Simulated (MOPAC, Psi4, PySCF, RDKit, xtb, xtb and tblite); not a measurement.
Relaxed torsion scan: SMILES c1(F)c(-c2sccc2)cccc1 (C₁₀H₇FS). Scanned: dihedral C2–C7–C8–S12; all other coordinates were relaxed at GFN2-xTB. Points at φ and −φ are mirror images.

Geometry of the scan point at -30° (Å):
```
19

F      0.7532    -2.1210     0.7366
C      1.2364    -0.9391     0.2954
C      2.6069    -0.7940     0.2117
C      3.1362     0.4076    -0.2244
C      2.2857     1.4453    -0.5701
C      0.9170     1.2860    -0.4816
C      0.3503     0.0855    -0.0442
C     -1.0897    -0.0567     0.0617
C     -2.0078     0.9371     0.2774
C     -3.3359     0.4718     0.2915
C     -3.4204    -0.8671     0.0741
S     -1.8814    -1.5910    -0.1343
H      3.2394    -1.6219     0.4912
H      4.2057     0.5305    -0.2949
H      2.6924     2.3838    -0.9151
H      0.2628     2.0945    -0.7684
H     -1.7393     1.9642     0.4481
H     -4.1889     1.1059     0.4552
H     -4.2990    -1.4794     0.0287
```

Levels: GFN2-xTB (xtb and tblite); MMFF94 // GFN2-xTB (RDKit); PBE0/def2-SVP // GFN2-xTB (Psi4); PBE0-D3(BJ)/def2-SVP // GFN2-xTB (Psi4); PBE/def2-SVP // GFN2-xTB (Psi4); PBE-D3(BJ)/def2-SVP // GFN2-xTB (Psi4); UFF // GFN2-xTB (RDKit); PM6, restricted, heats of formation // GFN2-xTB (MOPAC); PM7, restricted, heats of formation // GFN2-xTB (MOPAC); GFN1-xTB // GFN2-xTB (xtb); RKS-B3LYP/6-31G* = restricted B3LYP/6-31G*, spherical d, density fitting // GFN2-xTB in PySCF; RKS-B3LYP/LANL2DZ = restricted B3LYP/LANL2DZ, with its core potentials past Ne // GFN2-xTB (PySCF 2.14.0); RHF/LANL2DZ = PySCF 2.14.0 with restricted Hartree-Fock/LANL2DZ, with its core potentials past Ne // GFN2-xTB; RMP2/3-21G = PySCF with restricted MP2 (frozen core)/3-21G // GFN2-xTB.

Least-squares fit of E(φ) = a0 + Σ (a_n cos nφ + b_n sin nφ), n = 1 to 4, to the 12 scan points, in kcal/mol above the lowest point of each profile (levels whose profile four harmonics don't fit are not listed):

| method | a0 | a1 | b1 | a2 | b2 | a3 | b3 | a4 | b4 | rms of fit |
|---|---|---|---|---|---|---|---|---|---|---|
| GFN2-xTB | 1.87 | 0.69 | 0.00 | -1.58 | 0.00 | 0.07 | 0.00 | 0.42 | 0.00 | 0.03 |
| MMFF94 | 1.10 | 0.84 | 0.00 | 1.05 | 0.00 | 0.11 | 0.00 | 0.81 | 0.00 | 0.13 |
| PBE0/def2-SVP | 1.34 | 0.31 | 0.00 | -1.48 | 0.00 | 0.06 | 0.00 | 0.45 | 0.00 | 0.04 |
| PBE0-D3(BJ)/def2-SVP | 1.36 | 0.32 | 0.00 | -1.51 | 0.00 | 0.05 | 0.00 | 0.47 | 0.00 | 0.04 |
| PBE/def2-SVP | 1.67 | 0.26 | 0.00 | -1.85 | 0.00 | 0.03 | 0.00 | 0.44 | 0.00 | 0.04 |
| PBE-D3(BJ)/def2-SVP | 1.71 | 0.27 | 0.00 | -1.91 | 0.00 | 0.02 | 0.00 | 0.46 | 0.00 | 0.04 |
| UFF | 1.89 | -0.69 | 0.00 | -0.76 | 0.00 | -0.06 | 0.00 | 1.56 | 0.00 | 0.18 |
| PM6 | 0.84 | -0.89 | 0.00 | 0.17 | 0.00 | -0.38 | 0.00 | 0.21 | 0.00 | 0.09 |
| PM7 | 1.16 | -0.37 | 0.00 | 1.59 | 0.00 | -0.14 | 0.00 | 0.54 | 0.00 | 0.12 |
| GFN1-xTB | 1.80 | 0.24 | 0.00 | -1.95 | 0.00 | 0.03 | 0.00 | 0.35 | 0.00 | 0.05 |
| RKS-B3LYP/6-31G* | 1.08 | 0.06 | 0.00 | -1.43 | 0.00 | 0.08 | 0.00 | 0.46 | 0.00 | 0.06 |
| RKS-B3LYP/LANL2DZ | 1.94 | 0.62 | 0.00 | -1.53 | 0.00 | 0.20 | 0.00 | 0.37 | 0.00 | 0.03 |
| RHF/LANL2DZ | 1.35 | 1.15 | 0.00 | -0.16 | 0.00 | 0.35 | 0.00 | 0.34 | 0.00 | 0.08 |
| RMP2/3-21G | 0.98 | 0.24 | 0.00 | -0.89 | 0.00 | 0.19 | 0.00 | 0.18 | 0.00 | 0.10 |
